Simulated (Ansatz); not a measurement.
FH2O2SV (`[OH][V]([OH])([F])=[S]`). Total charge 0; spin multiplicity 1. All single points use the PBE0-D4/def2-TZVP geometry. It is one conformer, not always the lowest.

```xyz
7

O    -0.194   -0.663    1.470
V     0.131    0.297    0.051
O    -1.257    0.234   -1.002
F     0.425    1.933    0.518
S     1.731   -0.426   -0.899
H     0.381   -1.362    1.792
H    -1.219   -0.012   -1.931
```

Task: What is the dipole moment at PBE/def2-TZVPP? (Best estimate.)

Result: Computed: 2.10 D, with components (-0.22, -1.99, -0.63) D in this frame, pointing from negative to positive charge.

Task: And with r2SCAN, B3LYP, ωB97M-V? (Best estimate.)

Result: Computed: r2SCAN 2.15 D, B3LYP 2.30 D, ωB97M-V 2.31 D.

Task: Give the Mulliken charges with PBE, B3LYP, ωB97M-V in def2-TZVPP. (Estimate.)

Result: Computed: 
| atom | PBE | B3LYP | ωB97M-V |
| --- | --- | --- | --- |
| O1 | -0.39 | -0.44 | -0.41 |
| V2 | 0.91 | 1.06 | 0.94 |
| O3 | -0.39 | -0.44 | -0.41 |
| F4 | -0.31 | -0.36 | -0.35 |
| S5 | -0.26 | -0.26 | -0.20 |
| H6 | 0.22 | 0.22 | 0.21 |
| H7 | 0.22 | 0.22 | 0.21 |

B3LYP here is the variant with VWN-RPA as its local correlation; programs differ in this.
